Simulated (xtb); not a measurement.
Cd(Cl)(NH2) (CdClH₂N), SMILES [NH2][Cd][Cl]. All values are semi-empirical tight-binding results from xtb (GFN2-xTB unless named), good for trends rather than for accurate numbers. The structure is a stationary point at GFN2-xTB. Other conformers were not sampled.

For metal compounds this method's bond lengths and energies can be far off.

```json
{
 "orbital_gap": "2.97 eV",
 "zero_point_energy": "14.8 kcal/mol",
 "G − E(el) at 298.15 K (modified RRHO)": "-4.3 kcal/mol"
}
```
